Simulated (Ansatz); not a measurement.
Mulliken charges of AlClH₆Si₂ (`[AlH2][SiH2][SiH2]Cl`) from PBE/def2-TZVPP in Ansatz (PBE0-D4/def2-TZVP geometry).

| atom | x (Å) | y (Å) | z (Å) | charge (e) |
| --- | --- | --- | --- | --- |
| Al1 | -1.367 | 0.700 | -0.998 | 0.355 |
| Si2 | -0.333 | -1.299 | 0.033 | -0.058 |
| Si3 | 1.346 | 0.116 | 0.827 | 0.241 |
| Cl4 | 0.651 | 1.938 | -0.103 | -0.141 |
| H5 | -1.170 | 0.916 | -2.557 | -0.134 |
| H6 | -2.526 | 1.413 | -0.183 | -0.135 |
| H7 | 0.319 | -2.335 | -0.816 | -0.036 |
| H8 | -0.955 | -1.972 | 1.207 | -0.037 |
| H9 | 1.382 | 0.471 | 2.267 | -0.028 |
| H10 | 2.738 | 0.000 | 0.325 | -0.028 |

Task: By hand: the dipole of these point charges (1 e Å = 4.8032 D).

Result: Σ q r = (0.173, -0.091, 0.137) e Å, of length 0.239 e Å = 1.15 D.

Task: How does the dipole of the full density compare? (Estimate.)

Result: Computed: (0.307, -0.149, 0.222) e Å, 1.96 D; the point charges give 0.59 times that, at 3° from its direction.

Point charges leave out the atoms' own dipoles, such as those of lone pairs, and Mulliken's split depends on the basis, so the two needn't agree.
